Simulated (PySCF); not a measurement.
Record of a relaxation.

C3H10Si.
Bonds: C1–C2, C2–C3, C2–Si4. Hydrogens: H5, H6, H7 on C1; H8 on C2; H9, H10, H11 on C3; H12, H13, H14 on Si4.

Method: PBE0-D3(BJ)/def2-SVP geometry optimisation, gas phase (PySCF); density fitting, grid level 1; the optimiser is geomeTRIC in internal coordinates, started from a GFN2-xTB structure with every atom displaced at random (about 0.01 Å). The frame can shift and turn from step to step; on so coarse a grid that alone can change the energy by a few meV, and forces under 0.02 eV/Å are noise.

Step 0: E = -11139.6830 eV, largest atomic force 2.154 eV/Å
```
atom  x, y, z in Å  |  force x, y, z in eV/Å
C1     -0.509    1.247   -0.768   -0.691   1.031   0.292
C2     -0.203    0.164    0.227    0.529  -0.733  -0.327
C3     -1.106   -1.050   -0.029    1.236   0.177   1.272
Si4     1.687   -0.292    0.168   -2.092  -0.046   0.511
H5     -1.583    1.548   -0.712    0.350  -0.073   0.009
H6     -0.344    0.940   -1.792    0.220  -0.276  -0.682
H7      0.084    2.156   -0.589    0.026   0.063  -0.052
H8     -0.413    0.554    1.226    0.040   0.064   0.431
H9     -2.141   -0.773    0.073   -0.899   0.160  -0.083
H10    -0.913   -1.454   -1.006   -0.030  -0.403  -0.902
H11    -0.893   -1.836    0.715   -0.122  -0.108  -0.084
H12     1.928   -1.328    1.180    0.293  -0.377   0.338
H13     2.428    0.907    0.450    0.777   0.876   0.197
H14     1.971   -0.799   -1.155    0.363  -0.355  -0.919
```

Step 1: E = -11139.8581 eV, largest atomic force 0.220 eV/Å
```
atom  x, y, z in Å  |  force x, y, z in eV/Å
C1     -0.316    1.272   -0.584    0.064  -0.098  -0.133
C2      0.030    0.150    0.395    0.095   0.068   0.133
C3     -0.849   -1.079    0.183   -0.121   0.007  -0.183
Si4     1.882   -0.285    0.313   -0.099   0.143  -0.049
H5     -1.376    1.558   -0.496   -0.059   0.022   0.011
H6     -0.153    0.956   -1.631   -0.006   0.020   0.084
H7      0.289    2.175   -0.415    0.016   0.029   0.020
H8     -0.145    0.530    1.423    0.062  -0.054  -0.072
H9     -1.921   -0.815    0.267    0.123  -0.056  -0.027
H10    -0.692   -1.510   -0.824   -0.051   0.039   0.123
H11    -0.645   -1.872    0.917    0.021  -0.043   0.050
H12     2.246   -1.330    1.319   -0.019  -0.014   0.009
H13     2.706    0.942    0.578   -0.025  -0.084  -0.026
H14     2.219   -0.804   -1.055    0.001   0.022   0.060
```

Step 2: E = -11139.8612 eV, largest atomic force 0.029 eV/Å
```
atom  x, y, z in Å  |  force x, y, z in eV/Å
C1     -0.315    1.272   -0.585   -0.012  -0.011  -0.024
C2      0.031    0.152    0.395   -0.016   0.014   0.016
C3     -0.845   -1.081    0.183   -0.006  -0.007  -0.014
Si4     1.875   -0.278    0.310   -0.003   0.017  -0.009
H5     -1.377    1.559   -0.497    0.005   0.006  -0.001
H6     -0.150    0.956   -1.629    0.002   0.000   0.011
H7      0.290    2.176   -0.415   -0.006   0.004   0.006
H8     -0.137    0.528    1.423    0.011  -0.012  -0.002
H9     -1.915   -0.825    0.268    0.010  -0.003   0.002
H10    -0.694   -1.512   -0.821    0.000   0.006   0.011
H11    -0.635   -1.874    0.918    0.004   0.002   0.002
H12     2.230   -1.327    1.318   -0.004  -0.007   0.004
H13     2.705    0.939    0.575    0.004  -0.011  -0.005
H14     2.214   -0.798   -1.053    0.010   0.000   0.003
```

Step 3: E = -11139.8614 eV, largest atomic force under 0.02 eV/Å
```
atom  x, y, z in Å  |  force x, y, z in eV/Å
C1     -0.318    1.273   -0.586   -0.005  -0.003   0.003
C2      0.031    0.154    0.395   -0.009   0.014  -0.008
C3     -0.843   -1.082    0.184    0.006  -0.008   0.006
Si4     1.874   -0.277    0.309    0.001  -0.003   0.000
H5     -1.380    1.559   -0.498    0.002  -0.001   0.000
H6     -0.152    0.956   -1.629    0.003  -0.001  -0.002
H7      0.284    2.178   -0.415   -0.004   0.001   0.002
H8     -0.136    0.527    1.423    0.004   0.000   0.005
H9     -1.913   -0.829    0.271   -0.004   0.002   0.003
H10    -0.692   -1.512   -0.820    0.003  -0.002  -0.004
H11    -0.629   -1.873    0.919    0.000   0.002  -0.002
H12     2.225   -1.327    1.317   -0.003  -0.001   0.000
H13     2.709    0.937    0.575    0.004   0.002   0.000
H14     2.217   -0.797   -1.053    0.003  -0.001  -0.002
```

Task: Summarise the path.

Result: The energy falls by 17.22 kJ/mol from step 0 to step 3; nine tenths of that is first reached at step 1. It falls at every step. The largest force goes from 2.154 to under 0.02 eV/Å. Among the bonds Si4–H13 changes most, from 1.437 to 1.497 Å; the atoms move by 0.035 Å rms after alignment.

What follows is the cost of the whole optimisation. On an Arm Neoverse N1 with one thread, no GPU, shared host with 64 logical CPUs at a one-minute load of 61, this took 27 s and 0.46 GiB of memory at its peak.
